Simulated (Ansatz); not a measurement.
System: MgCl2, net charge 0, singlet state. SMILES: [Cl][Mg][Cl]
Structure (B3LYP-D3(BJ)/def2-TZVP (Ansatz, a first-principles code) minimum search):
```xyz
3

Mg     0.0000     0.0000     0.0000
Cl     0.0000     0.0000    -2.1757
Cl     0.0000     0.0000     2.1757
```
Charge 0, spin multiplicity 1.

Property: atomisation energy, in kcal/mol. Set-up: open shells spin-unrestricted; non-relativistic; valence correlation only; 6-31G* and kin with 6d, 5d where marked; atomisation electronic, to ground-state atoms; 6-311+G** with 5d, 6d on Na to Ar in Ansatz; LANL2DZ with its own core potentials from Na on; spin-orbit terms left out. Ab initio and DFT rows: single points at B3LYP-D3(BJ) geometries (Ansatz).

```tsv
level	program	atomisation energy (kcal/mol)
MP2/STO-3G	Ansatz	254.2
MP2/3-21G	Ansatz	153.0
MP2/LANL2DZ	Ansatz	146.7
MP2/6-31G*	Ansatz	179.7
MP2/6-311+G**	Ansatz	182.1
```

No value to compare with is used here. The 5 habitual levels span 146.7 (MP2/LANL2DZ) to 254.2 kcal/mol (MP2/STO-3G).

The sets are all those run for this method; runs whose electronic state is in doubt are left out.
